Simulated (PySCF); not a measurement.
# Dipole response of Cu (copper, neutral)

[Ar] 3d10 4s1, 2S determinant. All numbers are calculated (PySCF 2.14, scalar relativity by spin-free X2C-1e, in aug-cc-pVDZ-DK (7s6p4d2f, 59 functions)). Coupled (time-dependent) response in atomic units; α is the mean over directions. A double-zeta set is small for polarisabilities.

```json
{"method": "UHF", "mean α (bohr³)": "71.38", "C₆ (like pair)": "495.1", "S(−4)": "5155"}
{"method": "PBE", "mean α (bohr³)": "40.19", "C₆ (like pair)": "239.1", "S(−4)": "1352"}
{"method": "PBE0", "mean α (bohr³)": "44.38", "C₆ (like pair)": "270.4", "S(−4)": "1725"}
{"method": "BP86", "mean α (bohr³)": "38.43", "C₆ (like pair)": "226.1", "S(−4)": "1210"}
```

S(−4) is the Cauchy moment in α(ω) = α(0) + S(−4) ω² + …

Reference α: 46.5 ± 0.5 bohr³ (recommended; Schwerdtfeger and Nagle, table of static dipole polarizabilities (2023 update)). Published C₆: 253.0 (Chu and Dalgarno (2004); Tang, Norbeck and Certain (1976)).

Hartree-Fock lies above the reference because it lacks correlation, which contracts the outer shell.

α(iu) at PBE0:

```csv
u (hartree),α(iu) (bohr³)
0,44.38
0.0500,40.50
0.100,32.45
0.200,19.20
0.300,12.31
0.500,6.692
0.750,4.235
1.00,3.132
1.50,2.049
2.00,1.476
3.00,0.8783
5.00,0.4220
```

A single London oscillator, α(iu) = α/(1 + u²/ω²), gives C₆ = (3/4) ω α². Matching the computed C₆ needs ω = 4 × 270.4 / (3 × 44.38²) = 0.183 hartree.
